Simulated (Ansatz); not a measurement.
Reaction (ligand exchange at the Sc–C bond): `[CH3][Sc]([F])[Cl]` + `O[SiH3]` → `[F][Sc]([Cl])[O][SiH3]` + CH₄

Program: Ansatz. Geometries: PBE0-D4/def2-TZVP. ΔE: electronic, gas phase. CCSD(T)/CBS adds triple-zeta CCSD(T) − MP2 to the extrapolated MP2 energy (def2 sets, frozen cores). This one scheme is used for every species. Functionals use def2-TZVPP. B3LYP here is the variant with VWN-RPA as its local correlation; programs differ in this. HSE06 is defined as in plane-wave codes. For Sc outer-core shells are correlated without core-valence functions, which leaves a few kJ/mol of doubt a bond. Scalar relativity is left out up to krypton. Each species was taken in one conformer, which may not be the lowest.

```tsv
level	ΔE (kcal/mol)	difference from CCSD(T)/CBS
LDA (SPW92)	-52.4	1.6
PBE-D4	-52.6	1.4
revPBE-D4	-52.5	1.5
BLYP-D4	-55.1	-1.1
r2SCAN-D4	-54.2	-0.2
B97M-V	-54.8	-0.8
PBE0-D4	-52.6	1.4
B3LYP-D4	-55.0	-1.0
r2SCANh-D4	-54.0	0.0
r2SCAN0-D4	-53.8	0.2
HSE06-D4	-52.5	1.5
BHLYP-D4	-55.8	-1.8
CAM-B3LYP-D4	-55.4	-1.4
ωB97X-V	-53.8	0.2
B2PLYP	-55.6	-1.6
PBE-QIDH	-54.1	-0.1
PBE	-52.2	1.8
BLYP	-54.5	-0.5
r2SCAN	-54.1	-0.1
PBE0	-52.2	1.8
B3LYP	-54.4	-0.4
r2SCANh	-53.9	0.1
r2SCAN0	-53.6	0.4
HSE06	-52.1	1.9
LC-ωPBE	-53.1	0.9
RPA@PBE/def2-TZVPP	-53.8	0.2
HF/def2-SVP	-60.6	-6.6
MP2/def2-SVP	-62.9	-8.9
CCSD/def2-SVP	-61.8	-7.8
CCSD(T)/def2-SVP	-62.2	-8.2
HF/def2-TZVPP	-56.2	-2.2
MP2/def2-TZVPP	-55.6	-1.6
SCS-MP2/def2-TZVPP	-55.9	-1.9
CCSD/def2-TZVPP	-54.6	-0.6
CCSD(T)/def2-TZVPP	-54.8	-0.8
HF/def2-QZVPP	-56.3	-2.3
MP2/def2-QZVPP	-55.3	-1.3
SCS-MP2/def2-QZVPP	-55.5	-1.5
HF/CBS(def2)	-56.4	-2.4
MP2/CBS(def2)	-54.9	-0.9
CCSD(T)/CBS	-54.0	0
```

Largest T1 diagnostic among the species: 0.015.

Leaving LDA and LC-ωPBE aside and taking each functional with its dispersion term where it has one, the values spread over 3.3 kcal/mol, from BHLYP-D4 to HSE06-D4. At CCSD(T), def2-SVP lies −8.2 kcal/mol from the extrapolated value and def2-TZVPP −0.8 kcal/mol.
